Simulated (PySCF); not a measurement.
## Computed beside measured shifts: MePhSi(SBu)2 (C15H26S2Si)

System: MePhSi(SBu)2 (C15H26S2Si), SMILES CCCCS[Si](C)(SCCCC)c1ccccc1.

Atom-mapped SMILES (hydrogens are numbered by the atom that bears them): [CH3:1][CH2:2][CH2:3][CH2:4][S:5][Si:6]([CH3:7])([S:8][CH2:9][CH2:10][CH2:11][CH3:12])[c:13]1[cH:14][cH:15][cH:16][cH:17][cH:18]1

Method: GIAO KT3/pcSseg-1, gas phase, PySCF SCF with an in-house response code, fitting set def2-universal-JFIT, grid level 2, non-relativistic, geometry: GFN2-xTB.

One optimised conformer. Values are averaged over the atoms that symmetry or fast rotation interchanges, on this one geometry and without vibrational averaging. Shifts are the reference shielding less the shielding here, at the same level (13C, 1H, 29Si against isolated TMS; 33S against isolated CS2); nuclei without a reference have shieldings only.

Question: What shifts does this level give for Si6, and how do they compare with measurement?

Answer: 
```
atom  nucleus  computed / ppm  measured / ppm  computed less measured  measured against  medium of the measurement
 Si6     29Si            26.1            18.2                     7.9               TMS                   solution
```

Measured values: U. Herzog, Habilitationsschrift, TU Bergakademie Freiberg, 2002/2003.
